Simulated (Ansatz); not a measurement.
Mg₃N₂⁻, relaxed as a doublet with UKS B3LYP-D4/def2-SVPD in Ansatz, starting from the GFN1-xTB geometry. Force threshold 0.02 eV/Å.

The charge -1 doublet is spin-contaminated (final ⟨S²⟩ up to 1.54, 0.75 for a pure state). Another isomer (doublet) lies 1.76 eV lower at PBE0-D4/def2-TZVPD; other spin states weren't run for this one.

Start:

```
atom    x (Å)    y (Å)    z (Å)
 Mg1  -1.1511   0.6508  -0.7614
 Mg2  -0.1659  -1.5117   0.3143
 Mg3   2.5681   1.6726   0.8734
  N4  -1.9439  -1.2361  -0.6699
  N5   0.6929   0.4243   0.2437
```

Problem. Estimate the energy that the relaxation releases and the steps that it takes.

Solution. 80.2 kJ/mol, in 6 steps; 40 s on 4 threads of Arm Neoverse V1 on a shared host. No frequencies were taken in this run, so the end may be a saddle point.

Problem. Does the start keep its bonding and symmetry?

Solution. By distances, no bond broke or formed. The bond that changes most is Mg3–N5, from 2.34 to 1.91 Å (atoms count from 1). Point group Cs at the start, C2 at the end, both within 0.05 Å; within 0.015 Å the end is Cs.

Problem. Predict the relaxed structure.

Solution. 
| atom | x (Å) | y (Å) | z (Å) |
| --- | --- | --- | --- |
| Mg1 | -1.034 | 0.722 | -0.720 |
| Mg2 | -0.046 | -1.420 | 0.352 |
| Mg3 | 2.221 | 1.438 | 0.757 |
| N4 | -1.827 | -1.166 | -0.629 |
| N5 | 0.686 | 0.427 | 0.239 |
Bond lengths (bridged metal pairs left out): 5 × Mg–N 1.91 to 2.05 Å.
